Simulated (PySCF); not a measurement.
Compound: C₈H₁₁ (doublet state).
Geometry (GFN2-xTB, Å), atoms numbered from 1 in this order:
```
atom  x, y, z in Å
C1     1.4694    0.2600    1.8723
C2     1.4183   -0.3001    0.6773
C3     0.3519   -0.0375   -0.3653
C4     1.0173    0.0811   -1.7493
C5    -0.6396   -1.1461   -0.2740
C6    -1.9660   -0.6486    0.1562
C7    -1.7514    0.8342    0.2256
C8    -0.5010    1.1648   -0.0532
H9     0.7499    0.9968    2.1879
H10    2.2351    0.0018    2.5850
H11    2.1464   -1.0472    0.3897
H12    1.7350    0.8985   -1.7472
H13    0.2628    0.2743   -2.5081
H14    1.5352   -0.8420   -1.9988
H15   -0.3877   -2.1826   -0.3838
H16   -2.2794   -1.0552    1.1288
H17   -2.7645   -0.9134   -0.5506
H18   -2.5510    1.5109    0.4760
H19   -0.0907    2.1594   -0.0759
```

The hyperfine couplings belong to this conformer and change with its torsions.

Identity: `C=C[C@@]1(C)[CH]CC=C1` [radical].

Level of theory: UKS B3LYP, pcH-1 on C H, non-relativistic, mean-field spin-orbit, GIAO (PySCF). Isolated species at its GFN2-xTB geometry (one conformer only). Couplings are sensitive to structure, and on GFN2-xTB geometries they can be far from those on DFT ones. The SCF solution wasn't tested for stability.

Mulliken spin populations: C1 +0.059, C2 -0.003, C3 -0.063, C4 +0.029, C5 +1.015, C6 -0.085, C7 +0.004, C8 -0.002, H9 -0.002, H10 -0.001, H11 0.000, H12 +0.006, H13 +0.002, H14 -0.002, H15 -0.043, H16 +0.046, H17 +0.040, H18 -0.001, H19 -0.001.

**Question.** What dipolar couplings does the calculation give for H9, H10, H11, H12, H13, H14, H16, H17, H18, H19?

**Answer.** 
```csv
atom,position,distance from C5 (Å),T1 (MHz),T2,T3
H9,4 bonds from C5,3.55,-2.38,0.01,2.37
H10,4 bonds from C5,4.21,-2.94,-1.05,3.99
H11,"γ, 3 bonds from C5",2.87,-3.37,-2.16,5.53
H12,"γ, 3 bonds from C5",3.46,-2.79,-1.55,4.35
H13,"γ, 3 bonds from C5",2.80,-4.96,-2.05,7.01
H14,"γ, 3 bonds from C5",2.79,-4.03,-2.47,6.50
H16,"β, 2 bonds from C5",2.16,-4.74,-3.62,8.36
H17,"β, 2 bonds from C5",2.16,-5.00,-4.02,9.02
H18,"γ, 3 bonds from C5",3.36,-1.72,-1.57,3.29
H19,"γ, 3 bonds from C5",3.36,-1.60,-1.45,3.05
```

**Question.** Estimate them with point dipoles: put each population ρk at its nucleus, leave out the nucleus itself and the atom bound to it, and sum T = Σ [ρk/(2S)]·C·(3 n nᵀ − 1)/r³ with C = μ0 gₑ μB g_N μN/(4π h) = 79.06 MHz Å³.

**Answer.** 
```
atom  T1 (MHz)     T2     T3  T3, computed  difference in T3 (%)
  H9     -1.56  -1.55   3.11          2.37                   +31
 H10     -0.95  -0.89   1.85          3.99                   -54
 H11     -3.52  -1.96   5.48          5.53                    -1
 H12     -1.55  -1.30   2.85          4.35                   -34
 H13     -3.35  -3.14   6.49          7.01                    -7
 H14     -3.35  -3.07   6.42          6.50                    -1
 H16     -8.38  -6.79  15.17          8.36                   +81
 H17     -8.52  -6.75  15.27          9.02                   +69
 H18     -1.73  -1.62   3.35          3.29                    +2
 H19     -1.80  -1.53   3.33          3.05                    +9
```

**Question.** If all the spin sat on C5, T∥ = 2C/r³. What distance does the computed T3 of H9 then imply?

**Answer.** r = (2 × 79.06/2.37)^(1/3) = 4.05 Å, against 3.55 Å in the structure.
